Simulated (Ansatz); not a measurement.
Consider the homolysis of the C–Si bond: `C[SiH2]C#N` → `[CH3]`• + `N#C[SiH2]`•.

Gas-phase electronic energies from Ansatz, PBE0-D4/def2-TZVP geometries. CCSD(T)/CBS adds triple-zeta CCSD(T) − MP2 to the extrapolated MP2 energy (def2 sets, frozen cores). This one scheme is used for every species. Functionals use def2-TZVPP. Open shells (•) are unrestricted, without spin–orbit coupling.

`C[SiH2]C#N`:

Cartesian coordinates in Å:
```
C 0.631 0.328 1.040
Si -0.323 -0.641 -0.227
C -0.691 0.463 -1.672
N -0.909 1.166 -2.559
H 0.051 1.186 1.386
H 1.570 0.693 0.620
H 0.860 -0.303 1.901
H -1.635 -1.107 0.279
H 0.446 -1.785 -0.769
```

`[CH3]`•:

Z-matrix (Å, degrees):
```
C
H 1 1.080
H 1 1.080 2 120.0
H 1 1.080 2 120.0 3 180.0
```

`N#C[SiH2]`•:

Cartesian coordinates in Å:
```
N 0.098 -2.236 0.054
C 0.129 -1.083 0.018
Si 0.312 0.737 -0.050
H -0.386 1.256 -1.248
H -0.153 1.326 1.226
```

```csv
level,ΔE (eV),difference from CCSD(T)/CBS
LDA (SPW92),4.57,0.42
PBE-D4,3.97,-0.18
revPBE-D4,3.84,-0.31
r2SCAN-D4,3.79,-0.36
BHLYP-D4,3.90,-0.25
ωB97X-V,4.19,0.04
r2SCANh,3.78,-0.37
CAM-B3LYP,3.95,-0.20
MP2/def2-SVP,4.16,0.01
CCSD/def2-SVP,3.82,-0.33
CCSD(T)/CBS,4.15,0
```

Largest T1 diagnostic among the species: 0.027.

At CCSD(T), def2-SVP lies −0.27 eV from the extrapolated value and def2-TZVPP −0.12 eV: correlation converges slowly with the basis, and small sets miss more of it in the bonded molecule than in its fragments. From BLYP to BHLYP (50 % exact exchange), in def2-TZVPP and without D4, ΔE moves by +0.12 eV. In def2-TZVPP, CCSD(T) changes the Hartree–Fock value by +1.07 eV (the triples alone add +0.08 eV) and MP2 by +1.36 eV; breaking electron pairs costs correlation energy, which Hartree–Fock lacks.
